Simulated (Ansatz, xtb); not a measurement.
**CH6B2O2: 8 structures ranked**

8 gas-phase structures of CH6B2O2, found in a search over its isomers (lower ones may exist). Each was relaxed with GFN2-xTB; where two conformers were screened, the lower at r2SCAN-D4/def2-SVP is listed:

A. `BOCBO`, a singlet
B. `BOB(C)O`, a singlet
C. a singlet given by its coordinates
D. `BOBOC`, a singlet
E. `OBCBO`, a singlet
F. a singlet given by its coordinates
G. `CBOBO`, a singlet
H. `BOCOB`, a singlet

C (Å):

```yaml
atoms:
  - { symbol: C, position_ang: [1.8148, -0.7720, -1.8615] }
  - { symbol: B, position_ang: [-0.0321, -1.2167, 1.2500] }
  - { symbol: B, position_ang: [0.9581, 0.0529, -0.7723] }
  - { symbol: O, position_ang: [0.4425, -0.5383, 0.2528] }
  - { symbol: O, position_ang: [1.8747, -2.1593, -1.5516] }
  - { symbol: H, position_ang: [-1.1101, -1.6879, 1.1713] }
  - { symbol: H, position_ang: [0.6097, -1.3265, 2.2337] }
  - { symbol: H, position_ang: [0.8148, 1.2140, -0.9320] }
  - { symbol: H, position_ang: [2.8324, -0.3550, -1.9129] }
  - { symbol: H, position_ang: [1.3746, -0.6297, -2.8604] }
  - { symbol: H, position_ang: [2.4066, -2.6064, -2.2185] }
```

Close contacts (Å): C1–B3 1.61, C1–O5 1.42, B2–O4 1.30, B3–O4 1.29, C1–H9 1.10, C1–H10 1.10, B2–H6 1.18, B2–H7 1.18, B3–H8 1.18, O5–H11 0.96.

F (Å):

```xyz
11

C     1.5954   -1.4964   -0.0711
B     1.8771   -2.3156   -1.3745
B    -0.8277   -2.0332   -0.6019
O     0.4941   -2.0475   -0.8118
O    -1.3840   -1.4171    0.4521
H     2.0922   -1.7291   -2.3735
H     2.2080   -3.4420   -1.2727
H     1.6639   -1.9216    0.9265
H     1.5617   -0.4104   -0.0488
H    -1.5274   -2.5761   -1.3655
H    -0.7771   -0.9850    1.0590
```

Close contacts (Å): C1–B2 1.56, C1–O4 1.44, B2–O4 1.52, B3–O4 1.34, B3–O5 1.34, C1–H8 1.09, C1–H9 1.09, B2–H6 1.18, B2–H7 1.18, B3–H10 1.17, O5–H11 0.96.

Estimate their order in r2SCAN-D4/def2-SVP energy at these geometries, lowest first.

Calculated order at r2SCAN-D4/def2-SVP: G (0.0), B (1.3), E (21.2), D (24.4), A (48.2), C (60.8), F (62.8), H (65.2) kcal/mol. CCSD(T)/def2-SVP + ΔMP2/def2-TZVPP after further relaxation puts B lowest instead.

Energies above the lowest of each column, in kcal/mol; the last columns are at PBE-D3(BJ)/def2-SVP geometries and were run for some of them only (a dash: not run or not comparable):

```
structure  GFN2-xTB  HF/STO-3G  r2SCAN-D4/def2-SVP  PBE-D3(BJ)/def2-SVP  CCSD(T)/def2-SVP + ΔMP2/def2-TZVPP
        G       0.3        0.0                 0.0                  0.0                                 2.3
        B       0.0        0.1                 1.3                  0.5                                 0.0
        E      32.5       33.7                21.2                    –                                   –
        D       2.5       10.6                24.4                    –                                   –
        A      32.7       43.0                48.2                    –                                   –
        C      35.4       52.2                60.8                    –                                   –
        F      33.6       49.2                62.8                    –                                   –
        H      31.7       49.2                65.2                    –                                   –
```

CCSD(T)/def2-SVP + ΔMP2/def2-TZVPP puts B lowest of those it was run on; r2SCAN-D4/def2-SVP picks G, PBE-D3(BJ)/def2-SVP picks G. CCSD(T)/def2-SVP + ΔMP2/def2-TZVPP orders those it was run on as B (0.0), G (2.3) kcal/mol. Flexible structures stand in one conformer each, not always the lowest. Frequencies (PBE-D3(BJ)/def2-SVP) were run for B, G alone. ΔMP2 is the change of the MP2 energy from the smaller to the larger basis.

Over these structures GFN2-xTB departs from r2SCAN-D4/def2-SVP by 13.4 kcal/mol on average once a common shift is removed. A GFN2-xTB relaxation took about 0.11 s and the r2SCAN-D4/def2-SVP energy about 1.6 s on a shared host (Ansatz 0.2.0, xtb 6.7.1).
